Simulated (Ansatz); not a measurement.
Geometry optimisation, Ansatz, RKS BHLYP-D4/def2-SVP.

input.yaml

```yaml
crystal:
  periodic: [false, false, false]
  atoms:
    - { symbol: B, position_ang: [-0.4373, 1.3585, -0.0068] }
    - { symbol: C, position_ang: [0.259, 0.0289, -0.0457] }
    - { symbol: "N", position_ang: [1.5108, 0.0151, -0.2426] }
    - { symbol: "N", position_ang: [-0.3883, -1.1771, 0.1293] }
    - { symbol: H, position_ang: [-1.6528, 1.433, 0.1305] }
    - { symbol: H, position_ang: [0.1126, 2.4276, -0.1667] }
    - { symbol: H, position_ang: [2.1083, -0.8792, -0.2491] }
    - { symbol: H, position_ang: [-1.4576, -1.1613, 0.275] }
    - { symbol: H, position_ang: [0.0338, -2.0918, 0.159] }
basis:
  gaussian: { orbitals: def2-SVP }
hamiltonian:
  xc: { name: BHLYP }
  dispersion: d4
relax:
  f_tol: 0.02
  max_steps: 50
output:
  orbitals: {}
```

Command:

```bash
$ ansatz run input.yaml --threads 1 --pin off --max-ram 2048MiB --backend cpu --events-out ev --progress --plain --runs-dir out
```

Problem. Where does it end, and by what steps?

Solution. The run converged. The force dipped under the threshold on the way, but the program's further checks kept it going. After 42 steps the energy has fallen by 0.881 eV; H5 moved furthest, 1.60 Å. Joined: B1–N3.

```
step  energy less start (eV)  largest force component (eV/Å)  accepted
   0                  0.0000                           4.617       yes
   2                 -0.4928                           1.034       yes
   4                 -0.5478                           0.238       yes
   6                 -0.5530                           0.085       yes
   8                 -0.5534                           0.032       yes
  10                 -0.5537                           0.095       yes
  12                 -0.5541                           0.040       yes
  14                 -0.5556                           0.134       yes
  16                 -0.5584                           0.206       yes
  18                 -0.5652                           0.087       yes
  20                 -0.5682                           0.112       yes
  22                 -0.5689                           0.054       yes
  24                 -0.5697                           0.090       yes
  26                 -0.5706                           0.108       yes
  28                 -0.5722                           0.107       yes
  30                 -0.5771                           0.200       yes
  32                 -0.6247                           0.861       yes
  34                 -0.7940                           1.348       yes
  36                 -0.8555                           0.396       yes
  38                 -0.8673                           0.304       yes
  40                 -0.8808                           0.105       yes
  42                 -0.8812                           0.015       yes
```

```xyz
9
Properties=species:S:1:pos:R:3
B -0.101 1.371 0.066
C -0.109 -0.209 -0.034
N 1.051 0.278 0.172
N -0.574 -1.436 -0.179
H -0.465 1.883 1.097
H -0.153 2.013 -0.955
H 1.969 -0.120 0.290
H -1.553 -1.583 -0.336
H 0.023 -2.245 -0.138
```

Whether the end is a true minimum wasn't checked by a vibrational analysis.

Time of the run: 120 s on 1 thread of Arm Neoverse V1 (shared host), peak memory 0.15 GiB.
